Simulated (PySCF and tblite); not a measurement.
PhCF2CH3, C8H8F2, numbered as in [CH3:1][C:2]([F:3])([F:4])[c:5]1[cH:6][cH:7][cH:8][cH:9][cH:10]1: conformational analysis

Conformers came from 90 starts (ETKDG and KDG, MMFF94s, GFN2-xTB); geometries are PBE0-D3(BJ)/def2-SVP. Free energies are PBE0-D3(BJ)/def2-SVPD (IEF-PCM, chloroform) single points with GFN2-xTB rigid-rotor and vibrational terms (modes under about 100 cm⁻¹ blended into free rotors). Symmetry numbers and mirror images are counted. Conformers within 3 kcal/mol (GFN2-xTB free energy) were kept, 7 at most. GIAO shieldings: WP04/pcSseg-1 (IEF-PCM, chloroform). Couplings: B3LYP/pcSseg-1 with pcJ-1 on H, F (gas phase; spin-dipole term only for pairs with B, N, F, Si or P). Couplings are for ¹⁹F, ¹H. Shifts are against TMS (¹H), TMS (¹³C), CFCl3 (¹⁹F) at the same level. Codes: tblite and PySCF.

Torsions listed: F3–C2–C5–C6.

```tsv
conformer	shape	symmetry	E(GFN2) kcal/mol	E(DFT) kcal/mol	G(298.15 K) kcal/mol	weight %	dipole D
1	147°	Cs	0.00	0.00	0.00	79.4	2.89
2	55°	Cs	1.03	0.69	0.80	20.6	2.87
```

Weights (%) against temperature:

```csv
T (K),1,2,S(mix) cal/mol/K
250,83.1,16.9,0.90
273.15,81.2,18.8,0.96
298.15,79.4,20.6,1.01
323.15,77.8,22.2,1.05
373.15,75.0,25.0,1.12
```

Averaged shifts at 298.15 K. ¹H: 7.46 (H6/H10, 2H), 7.38 (H8, 1H), 7.38 (H7/H9, 2H), 1.87 (H1, 3H) ppm. ¹³C: 144.9 (C5), 136.2 (C8), 134.4 (C7/C9), 131.8 (C6/C10), 131.0 (C2), 29.9 (C1) ppm. ¹⁹F: -111.5 (F3/F4) ppm.

Averaged couplings (Hz): ³J(H1,F3) 17.3, ⁵J(F3,H7) 0.8, ⁶J(F3,H8) -0.8, ²J(H1,H1) -14.2, ³J(H6,H7) 8.8, ⁴J(H6,H8) 0.8, ⁴J(H6,H10) 1.6, ³J(H7,H8) 8.3, ⁴J(H7,H9) 0.8. Computed couplings to fluorine can be off by tens of per cent at such levels.

Coordinates of conformer 1 (Å):

```xyz
18

C     2.491    0.063    0.533
C     1.590    0.070   -0.678
F     1.848    1.194   -1.404
F     1.919   -0.987   -1.472
C     0.116    0.014   -0.351
C    -0.533   -1.218   -0.251
C    -1.881   -1.270    0.098
C    -2.585   -0.092    0.347
C    -1.938    1.139    0.241
C    -0.591    1.193   -0.108
H     2.329   -0.854    1.115
H     3.538    0.109    0.201
H     2.270    0.930    1.169
H     0.020   -2.135   -0.461
H    -2.386   -2.236    0.169
H    -3.642   -0.134    0.619
H    -2.489    2.064    0.427
H    -0.084    2.155   -0.206
```

Coordinates of conformer 2 (Å):

```xyz
18

C     2.540   -0.537    0.507
C     1.605    0.556    0.065
F     1.805    1.649    0.861
F     1.969    0.956   -1.190
C     0.125    0.244    0.052
C    -0.751    1.266   -0.332
C    -2.122    1.040   -0.366
C    -2.633   -0.211   -0.016
C    -1.766   -1.231    0.366
C    -0.390   -1.004    0.400
H     3.564   -0.145    0.462
H     2.320   -0.843    1.538
H     2.462   -1.406   -0.160
H    -0.345    2.243   -0.604
H    -2.798    1.843   -0.667
H    -3.711   -0.389   -0.042
H    -2.160   -2.212    0.641
H     0.277   -1.813    0.701
```

Unscaled ¹⁹F shifts at such levels can be off by tens of ppm; differences between conformers or isomers are more reliable. Shifts are unscaled: against experiment ¹³C can be off by 15 ppm or more and ¹H by 0.8 ppm.

Search and properties took 5 min on 1 thread of Intel Xeon Platinum 8488C, on a host shared with other jobs (rough), launched as `OMP_NUM_THREADS=1 python ens_run.py task.json out`.
